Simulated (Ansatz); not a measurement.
The same molecule with X = C, Si, Ge. Ansatz, PBE0-D4/def2-TZVP geometries, multiplicity 1. Each molecule was computed in one conformer, which needn't be the lowest.

Elements past krypton have def2 core potentials. Scalar relativity is left out up to krypton.

```
 X        molecule  mean X–H bond length / Å  mean X–O bond length / Å  mean X–Te bond length / Å  HOMO energy (ωB97M-V/def2-TZVPP) / eV  HOMO energy (B3LYP/def2-TZVPP) / eV  size of the dipole moment (ωB97M-V/def2-TZVPP) / D
 C       `OC[TeH]`                     1.091                     1.388                      2.178                                  -8.48                                -6.15                                                1.22
Si  `O[SiH2][TeH]`                     1.482                     1.643                      2.499                                  -8.76                                -6.46                                                1.12
```

Q: Give the row for X = Ge, `[OH][GeH2][TeH]`. (Best estimate.)

A: Ansatz gave: 
```tsv
X	molecule	mean X–H bond length / Å	mean X–O bond length / Å	mean X–Te bond length / Å	HOMO energy (ωB97M-V/def2-TZVPP) / eV	HOMO energy (B3LYP/def2-TZVPP) / eV	size of the dipole moment (ωB97M-V/def2-TZVPP) / D
Ge	`[OH][GeH2][TeH]`	1.535	1.779	2.559	-8.79	-6.49	1.12
```

From C to Ge the mean X–H bond length rises at each step, by 0.444 Å in all; the mean X–O bond length rises at each step, by 0.391 Å in all; the mean X–Te bond length rises at each step, by 0.381 Å in all; the HOMO energy (ωB97M-V/def2-TZVPP) falls at each step, by 0.31 eV in all; the HOMO energy (B3LYP/def2-TZVPP) falls at each step, by 0.34 eV in all. Bonds lengthen as the atom grows down the group. Dipoles are sizes alone, and their direction can turn along the series.

B3LYP here is the variant with VWN-RPA as its local correlation; programs differ in this.

Spin–orbit coupling is left out; it splits and shifts lone-pair levels of the heavy atoms by tenths of an eV.
